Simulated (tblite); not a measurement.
Species: C₅H₉Cl₃Si₂.
Atom-mapped SMILES: `[CH3:1][C:2]#[C:3][SiH2:4][Si@@H:5]([CH2:6][Cl:7])[CH:8]([Cl:9])[Cl:10]` (hydrogens: H11, H12, H13 on C1; H14, H15 on Si4; H16 on Si5; H17, H18 on C6; H19 on C8)

Computed geometry: GFN2-xTB, gas phase.

Give the optimised bond lengths and angles.

```
                  bond  length (bohr)
                 C1–C2          2.730
                 C2≡C3          2.280
                C3–Si4          3.484
               Si4–Si5          4.398
                Si5–C6          3.617
                C6–Cl7          3.376
                Si5–C8          3.662
                C8–Cl9          3.355
               C8–Cl10          3.359
C1–H11, C1–H12, C1–H13          2.060
               Si4–H14          2.777
               Si4–H15          2.773
               Si5–H16          2.781
                C6–H17          2.056
                C6–H18          2.056
                C8–H19          2.056
```

Bonds in one row agree within 0.02 bohr and their mean is given. A selection of angles:
```
      angle  degrees
   C1–C2–C3    179.5
  C2–C3–Si4    179.4
 C3–Si4–Si5    107.1
 Si4–Si5–C6    112.6
 Si4–Si5–C8    109.1
  C6–Si5–C8    103.9
 Si5–C6–Cl7    107.9
 Si5–C8–Cl9    111.1
Si5–C8–Cl10    108.9
Cl9–C8–Cl10    109.6
```

Dihedral angles: C3–Si4–Si5–C6 -165° (antiperiplanar); Si4–Si5–C6–Cl7 -60° (synclinal); Si4–Si5–C8–Cl9 -177° (antiperiplanar).

The 2 C–C bonds span 1.206 Å (C2≡C3, drawn triple) to 1.444 Å (C1–C2, drawn single), a spread of 0.238 Å. Si5 (SiH silicon) is distorted tetrahedral (angles from 103.1° to 120.5°). The 3 C–Si bonds span 1.844 Å (C3–Si4, drawn single) to 1.938 Å (Si5–C8, drawn single), a spread of 0.094 Å. Si4 (SiH2 silicon) is distorted tetrahedral (angles from 107.1° to 113.2°).

Point group: C1 (no symmetry element, even within 0.4 Å). Its lowest GFN2-xTB frequency is 5 cm⁻¹, too small to tell a flat minimum from a shallow saddle. One conformer, not necessarily the lowest. 3 starts were optimised and ended at 0.00, 0.06 and 0.87 kcal/mol (GFN2-xTB); the lowest of these is shown.

Hardware: Arm Neoverse V1, one thread, on a shared host. Cost: 1.2 s wall. That covers the optimisation of the geometry.
